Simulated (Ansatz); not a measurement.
CH$_{2}$GaNO (SMILES O=C=[N][GaH2]), singlet, at a GFN2-xTB geometry (such geometries of metal compounds can be far from the true shape).

Input for Ansatz (an electronic-structure program):
Ansatz 0.2 input:
```yaml
crystal:
  periodic: [false, false, false]
  atoms:
    - {symbol: Ga, position_ang: [-0.49286714, -1.01006621, 0.30194633]}
    - {symbol: H, position_ang: [0.25237449, -1.85912037, 1.35644672]}
    - {symbol: H, position_ang: [-1.82671390, -1.36728064, -0.39195557]}
    - {symbol: N, position_ang: [0.27840357, 0.57055141, -0.17055902]}
    - {symbol: C, position_ang: [0.78518470, 1.60913251, -0.48102950]}
    - {symbol: O, position_ang: [1.27416094, 2.61122484, -0.78059214]}
basis:
  gaussian:
    orbitals: def2-SV_P_.json
hamiltonian:
  xc: cam_b3lyp
```
The basis file holds def2-SV(P) in the JSON format of the Basis Set Exchange.

### Question
What is the computed number of basis functions (Ansatz with CAM-B3LYP/def2-SV(P))?

### Answer
78

### Question
What is the computed total energy (CAM-B3LYP/def2-SV(P))?

### Answer
-2093.831252 Ha
